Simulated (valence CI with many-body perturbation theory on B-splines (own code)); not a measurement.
Missing levels of Pt LXVI

Method: relativistic CI+MBPT: three valence electrons over a frozen Dirac-Fock core [Ne], radial functions for each j: 11 s, 11 p, 10 d, 8 f, 5 g, 2 h, with the one-electron correlation potential Σ1 (screened to all orders), the two-electron term Σ2, the three-electron term Σ3, Breit, model QED; selected single and double excitations, second order for the rest, scaled by the run's own slope (own B-spline code, finite nucleus).

No measured spectrum was set against this ion. As an estimate, large intervals hold to a few tenths of a per cent, small ones and those within an open d or f shell to about a per cent.

```tsv
Level	E (eV)
(3s^2 3p1/2) J=1/2	0.00
(3s 3p1/2^2) J=1/2	182.71
(3s^2 3p3/2) J=3/2	467.92
(3s 3p1/2 3p3/2) J=3/2 [a]	617.70
(3s 3p1/2 3p3/2) J=5/2	?
(3s 3p1/2 3p3/2) J=3/2 [b]	?
(3s 3p1/2 3p3/2) J=1/2	670.35
(3s^2 3d3/2) J=3/2	718.72
(3s^2 3d5/2) J=5/2	?
(3s 3p1/2 3d3/2) J=3/2 [a]	836.70
(3s 3p1/2 3d3/2) J=3/2 [b]	850.51
(3s 3p1/2 3d3/2) J=5/2	?
(3s 3p1/2 3d3/2) J=1/2	891.10
(3s 3p1/2 3d3/2) J=3/2 [c]	899.31
(3s 3p1/2 3d5/2) J=5/2 [a]	?
(3s 3p1/2 3d5/2) J=7/2	982.97
(3s 3p1/2 3d5/2) J=5/2 [b]	993.77
(3s 3p1/2 3d5/2) J=3/2	998.56
(3p1/2^2 3d3/2) J=3/2	1065.89
(3s 3p3/2^2) J=5/2	?
```

Levels are named by their leading jj configuration (3d3/2^4 stands for four electrons in 3d with j = 3/2), which in mixed levels can hold well under half, so a name can repeat and another be missing. Letters in brackets count levels of one name in rising energy.

(1) The levels stand in rising order. What does the calculation give for the missing energies?

Results:

(1) (3s 3p1/2 3p3/2) J=5/2 637.35; (3s 3p1/2 3p3/2) J=3/2 [b] 659.15; (3s^2 3d5/2) J=5/2 813.45; (3s 3p1/2 3d3/2) J=5/2 862.47; (3s 3p1/2 3d5/2) J=5/2 [a] 967.27; (3s 3p3/2^2) J=5/2 1098.00.
